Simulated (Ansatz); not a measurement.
B(OH)(OMe)(NH2) (CH6BNO2), SMILES B(N)(OC)O.

Geometry optimised at PBE0-D3(BJ)/def2-SVP. The values are those of a single conformer.

Two levels are set side by side: PBE/def2-SVPD (Ansatz, a quantum-chemistry and plane-wave program) and PBE0/def2-SVPD (Ansatz). Energy differences of separate SCF runs at the same geometry; the states with an electron removed or added have multiplicity 2 and 2. Differences are taken from unrounded values.

```json
[
 {"quantity": "vertical ionisation energy (eV)", "PBE0": "10.04", "PBE": "9.69", "PBE minus PBE0": "-0.35"},
 {"quantity": "vertical singlet–triplet gap (eV)", "PBE0": "6.28", "PBE": "5.93", "PBE minus PBE0": "-0.35"}
]
```
